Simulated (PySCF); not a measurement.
Removing the step error of a finite difference

System: ethylene (C2H4), singlet, at a GFN2-xTB geometry, atoms displaced at random by about 0.08 Å a coordinate. Level: PySCF with HF/cc-pVDZ, gradient. Sums are taken with unrounded values, so a last digit can differ.

Central differences of the energy along z of atom 5 gave a gradient component of 0.021436 Eh/bohr at step 0.05 and 0.021094 Eh/bohr at step 0.2 (atomic units).

Problem. Extrapolate to zero step.

Solution. The leading error of a symmetric difference goes as h², so A(h) = A0 + c h². Then c = (0.021094 - (0.021436))/(0.2² - 0.05²) = -0.00912 (atomic units) and A0 = 0.021436 - c × 0.05² = 0.021459 Eh/bohr. The analytic value from the same program and level is 0.021459 Eh/bohr: the smaller step missed it by -0.000022, the extrapolation by 0.000000.
